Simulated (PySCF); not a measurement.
HCl₃Ge, triplet, at the geometry of the source list (a higher spin typed on purpose: for a closed-shell molecule this is an excited state). Base run: DF-B3LYP/6-31G** in PySCF.

PySCF was given this input:
```python
from pyscf import gto, scf, dft

mol = gto.M(
    atom='''
Ge   -0.008000   -0.002800    0.124500
Cl   -0.166900    1.984900   -0.566000
Cl    1.850900   -0.798500   -0.477900
Cl   -1.559900   -1.153600   -0.723900
H    -0.116000   -0.030000    1.643300
''',
    basis='6-31g**',
    charge=0,
    spin=2,
    verbose=4,
)

mf = dft.UKS(mol)
mf.xc = 'b3lyp'
mf = mf.density_fit(auxbasis='def2-universal-jkfit')
mf.kernel()
```

The base run was repeated with changes; each row names its change, and settings that it needs were set with it.

| change | E (Eh) | HOMO (eV) | dipole (D) | <S^2> | core-seconds (rough) | outcome |
|---|---|---|---|---|---|---|
| base | -3457.83689 | -3.02 | 1.34 | 2.007 | 20 | converged |
| functional = m06l | - | - | - | - | - | not converged |
| functional = r2scan | - | - | - | - | - | not converged |
| functional = pbe0 | -3457.03505 | -3.14 | 1.48 | 2.008 | 20 | converged |
| functional = b3lyp; dispersion = d3bj | -3457.84898 | -3.02 | 1.34 | 2.007 | 20 | converged |
| functional = x3lyp | -3457.58873 | -3.03 | 1.36 | 2.007 | 10 | converged |
| functional = camb3lyp | -3457.89246 | -4.26 | 1.58 | 2.013 | 20 | converged |
| functional = blyp; dispersion = d3bj | - | - | - | - | - | not converged |
| functional = scan | - | - | - | - | - | not converged |
| functional = pw6b95 | -3459.81442 | -3.23 | 1.44 | 2.007 | 20 | converged |
| functional = pbe | - | - | - | - | - | not converged |
| functional = lc_wpbe | -3457.06144 | -5.32 | 1.89 | 2.020 | 40 | converged |
| functional = wb97m_v | - | - | - | - | - | cut at the time limit |

Totals shift with the method and basis; they matter in differences.

Open shells are given as the SCF converged; they aren't shown to be the lowest states, and a large step between rows can be another state.
